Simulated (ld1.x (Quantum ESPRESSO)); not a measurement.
# Logarithmic derivatives: lanthanum (La), TM

* Element: La
* Generator: ld1.x (Quantum ESPRESSO) 7.5
* Type: norm-conserving Troullier–Martins (Kleinman–Bylander form)
* Functional: PBE
* Relativity: scalar-relativistic
* Frozen core: [Kr] 4d10 5s2
* Valence charge: 9
* Reference configuration: 4f0 5p6 5d1 6s1.5 6p0 (charge +0.5)
* Partial waves: 5p (bound): rc 2.50 bohr; 5d (bound): rc 3.40 bohr; 4f (bound, empty): rc 1.20 bohr; 6s (bound): rc 3.00 bohr
* Local potential: the s channel
* Core correction: none

The phase is arctan(r·u′/u) with u = r·R(r), unwrapped; energies in Ry, scanned from -4 to 5 Ry. A pole is an energy at which the radial function vanishes at the test radius. The pseudo phase is shifted by a multiple of π to meet the all-electron one at the reference energy, and phase errors are pseudo minus all-electron; the curves can meet again beyond the range given. Levels narrower than the energy grid can be missing from the lists of poles.

```
channel  radius (bohr)  reference energy (Ry)  poles, all-electron  poles, pseudo  unbroken range about the reference energy with phases within 0.05 rad  phase error 1 Ry above the reference energy (rad)
      s           3.72                  -0.44          -3.05, 0.92     0.48, 2.01                                                            -3.0 to 0.2                                             -0.121
      p           3.72                  -1.85          -1.80, 1.75    -1.80, 2.86                                                             below -0.7                                             +0.032
      d           3.72                  -0.42          -0.08, 3.29    -0.07, 4.45                                                              below 0.6                                             +0.045
      f           3.72                  -0.52          -0.50, 1.87    -0.50, 3.59                                                           -0.5 to -0.1                                             +0.367
```

Phases in the p channel:

| E (Ry) | all-electron | pseudo |
| --- | --- | --- |
| -4.00 | 1.422 | 1.423 |
| -3.52 | 1.409 | 1.410 |
| -3.04 | 1.391 | 1.392 |
| -2.56 | 1.361 | 1.364 |
| -2.08 | 1.258 | 1.264 |
| -1.60 | -1.736 | -1.729 |
| -1.12 | -1.837 | -1.819 |
| -0.64 | -1.966 | -1.912 |
| -0.16 | -2.366 | -2.109 |
| 0.32 | -3.900 | -2.811 |
| 0.80 | -4.480 | -4.079 |
| 1.28 | -4.635 | -4.455 |
| 1.76 | -4.714 | -4.587 |
| 2.24 | -4.773 | -4.655 |
| 2.72 | -4.836 | -4.701 |
| 3.20 | -4.934 | -4.738 |
| 3.68 | -5.201 | -4.773 |
| 4.16 | -6.729 | -4.814 |
| 4.64 | -7.540 | -4.876 |
